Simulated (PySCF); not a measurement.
C₃H₇NSi₂.
Numbering: `[H]/[N:1]=[CH:2]\[SiH2:3][C:4]#[C:5][SiH3:6]` (hydrogens: H7 on N1; H8 on C2; H9, H10 on Si3; H11, H12, H13 on Si6)

Structure used (PBE0-D3(BJ)/def2-SVP), in Å, numbered top down from 1:
```xyz
13
C3H7NSi2 angstrom
N     -2.3295    1.0002   -0.7541
C     -2.6424    0.1418    0.1288
Si    -1.4210   -0.9022    1.1484
C      0.2490   -0.4411    0.5426
C      1.3244   -0.0865    0.0751
Si     2.9435    0.4363   -0.6228
H     -1.3060    1.0561   -0.8545
H     -3.7239   -0.0026    0.3201
H     -1.5480   -0.5916    2.6027
H     -1.6586   -2.3610    0.9425
H      3.7752    1.0328    0.4610
H      2.7062    1.4471   -1.6927
H      3.6354   -0.7524   -1.1976
```

The closed-shell ground state was solved at several levels (PySCF, density fitting, gas phase, non-relativistic).

```csv
level,basis functions,total energy (Eh),HOMO (eV),LUMO (eV),gap (eV),dipole (D)
wB97X-D/pcSseg-1,151,-752.0746,-9.24,0.66,9.90,1.87
LC-wPBE/pcSseg-1,151,-751.8333,-10.08,1.16,11.24,1.93
B97-2/pcSseg-1,151,-752.1057,-7.09,-1.17,5.92,1.77
CAM-B3LYP/pcSseg-1,151,-752.0678,-8.71,0.08,8.79,1.87
BHandHLYP/pcSseg-1,151,-752.0345,-8.71,-0.01,8.70,1.91
```

Task: Estimate the row for B3LYP/def2-SVPD, a basis of 184 functions; the other rows only guide the guess.

Result: Total energy -751.9333 Eh, HOMO -7.17 eV, LUMO -1.40 eV, gap 5.77 eV, dipole 1.83 D.

Task: Over all these levels, which gives the widest orbital gap and which the narrowest?

Result: LC-wPBE/pcSseg-1 (range-separated hybrid) has the widest, 11.24 eV, and B3LYP/def2-SVPD (global hybrid, 20 % exact exchange) the narrowest, 5.77 eV. Functional and basis both differ between the two, so the spread mixes both effects.

Task: How far do the dipole and the HOMO energy spread over the levels?

Result: The dipole runs from 1.77 to 1.93 D (mean 1.86 D) and the HOMO from -10.08 to -7.09 eV.

One conformer stands for the species.

The pairwise dispersion term of wB97X-D wasn't added to the energies; at a given geometry it leaves orbitals and properties as they are.
